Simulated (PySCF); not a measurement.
From one molecule to another.

First species: C6H2F4.
SMILES with atom numbers: `[CH:1]#[C:2][C:3]#[C:4][C@@H:5]([F:6])[C:7]([F:8])([F:9])[F:10]` (hydrogens: H11 on C1; H12 on C5)

Second species: C₆H₁₀O₃.
InChI=1S/C6H10O3/c1-4(2)9-6-5(7)3-8-6/h4,6H,3H2,1-2H3/t6-/m1/s1

Levels: PBE0/pcSseg-1 for dipole moment, HOMO energy, LUMO energy and HOMO–LUMO gap; GFN2-xTB for rotational constant A and rotational constant C. Geometries: GFN2-xTB. All species are isolated and taken at one optimised geometry, non-relativistic unless stated. Electronic properties by PySCF.

Dipoles, sizes and rotational constants follow the conformer. The torsions of the flexible species, by atom-mapped SMILES:
- `[CH:1]#[C:2][C:3]#[C:4][C@@H:5]([F:6])[C:7]([F:8])([F:9])[F:10]`: C4–C5–C7–F8 61°
- `[CH3:1][CH:2]([CH3:3])[O:4][C@H:5]1[O:6][CH2:7][C:8]1=[O:9]`: C1–C2–O4–C5 -74°, C2–O4–C5–O6 83°

**Question.** Which of the two has the higher rotational constant A, and by how much?

**Answer.** The second: 3.227 GHz against 2.721 GHz, a difference of 0.506 GHz.

**Question.** Which of the two has the higher rotational constant C, and by how much?

**Answer.** The second: 0.823 GHz against 0.605 GHz, a difference of 0.218 GHz.

**Question.** Which of the two has the higher LUMO energy, and by how much?

**Answer.** The second: -1.20 eV against -1.66 eV, a difference of 0.46 eV.

**Question.** Which of the two has the higher dipole moment, and by how much?

**Answer.** The first: 2.49 D against 1.98 D, a difference of 0.51 D.

**Question.** Which of the two has the higher HOMO energy, and by how much?

**Answer.** The second: -7.63 eV against -8.05 eV, a difference of 0.42 eV.

On the first: A dipole of 2.49 D is allowed in C1, and pure rotational transitions are dipole-allowed. The dipole matches unit charges of opposite sign 0.52 Å apart (1 e·Å = 4.8032 D).

On the second: In atomic units the dipole is 0.78 e·bohr (1 au = 2.5417 D).
